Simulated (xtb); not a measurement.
C$_{5}$H$_{15}$O$_{2}$Si (SMILES CCO[SiH](C)[OH+]CC), charge +1, singlet, geometry from GFN2-xTB. Base run: GFN0-xTB in xtb 6.7.1.

xtb was given this input:
```
$ xtb mol.xyz --gfn 0 --chrg 1 --json

# file mol.xyz
23

C      2.94369932     1.91177469     0.71550495
C      2.64124402     0.60970739    -0.00095751
O      1.23034019     0.45642314    -0.11564129
Si     0.26214938    -0.71284220    -0.59849238
C      0.14484599    -2.26186060     0.46752199
O     -1.19706517     0.23157620    -0.16869727
C     -2.57050323    -0.06891096    -0.48509897
C     -3.48893689     0.46102128     0.59570044
H      4.01886965     2.03260516     0.80233655
H      2.54227533     2.75459528     0.15936291
H      2.51145476     1.90704963     1.71253350
H      3.06763268     0.60847316    -1.00682324
H      3.04307334    -0.24286950     0.55099586
H      0.16235563    -0.85531801    -2.04114479
H     -0.73270441    -2.86366227     0.24628526
H      0.11483817    -2.01364593     1.52946283
H      1.00638691    -2.90789398     0.31757368
H     -1.07031623     1.16675901     0.05768486
H     -2.81443888     0.36276476    -1.45966455
H     -2.62611340    -1.15430626    -0.55532193
H     -4.51458084     0.19196662     0.36207418
H     -3.43148187     1.54550862     0.65987693
H     -3.23563725     0.03337901     1.56234442
```

Each row names what was changed in the base input (with any setting that the change needs).

```json
[
 {"change": "base", "ΔE vs base (kcal/mol)": "0.000", "HOMO-LUMO gap (eV)": "4.91"},
 {"change": "acc = 1000", "ΔE vs base (kcal/mol)": "0.000", "HOMO-LUMO gap (eV)": "4.91"},
 {"change": "etemp = 3000", "ΔE vs base (kcal/mol)": "-0.003", "HOMO-LUMO gap (eV)": "4.91"},
 {"change": "acc = 30", "ΔE vs base (kcal/mol)": "0.000", "HOMO-LUMO gap (eV)": "4.91"}
]
```
